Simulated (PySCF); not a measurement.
An unknown is described by computed data only.

Formula: C3BN3.

| Property | Result |
| --- | --- |
| Rotational structure | rotational constants A, B, C: 2.610, 2.600, 1.303 GHz [PBE0-D3(BJ)/def2-SVP] |
| NMR, other nuclei | isotropic shieldings of nuclei other than C and H, by class: 77 (1 B), -146 (3 N) ppm [GIAO PBE/pcSseg-2] |
| 13C NMR | chemical shifts (computed TMS as zero) by class: 133.2 (3 C) ppm [GIAO PBE/pcSseg-2] |
| Dipole | 0.00 D by symmetry (numerical residue 0.01 D) [CAM-B3LYP/def2-SVPD] |
| Polarisability | 60.1 au [CAM-B3LYP/def2-SVPD] |
| UV, strongest line | among the 10 lowest singlet transitions: S4/S5 at 5.42 eV (229 nm, f = 0.312 summed over these states) [TDDFT CAM-B3LYP/def2-SVPD] |

Electronic properties: PySCF, gas phase, density fitting. Levels stand in brackets. Geometry: PBE0-D3(BJ)/def2-SVP; no solvent, vibrations or thermal averaging. NMR values are class means; diastereotopic atoms form classes of their own.

**Question.** Give a SMILES that accounts for the data.

**Answer.** Numbering: `[N:1]#[C:2][B:3]([C:4]#[N:5])[C:6]#[N:7]`. 3 carbons fall into 1 class: cyano carbon [C2/C4/C6] (133.2 ppm, 3 C). The other shieldings belong to: 77 ppm, three-coordinate boron [B3]; -146 ppm, cyano nitrogen [N1/N5/N7]. The vanishing dipole is forced by symmetry. The optimised geometry has point group D3h and is an oblate symmetric top (the spread among constants that symmetry makes equal is optimisation noise). Structure: `N#CB(C#N)C#N`. The assignments are read from this structure; whether some other isomer fits the data as well wasn't checked.
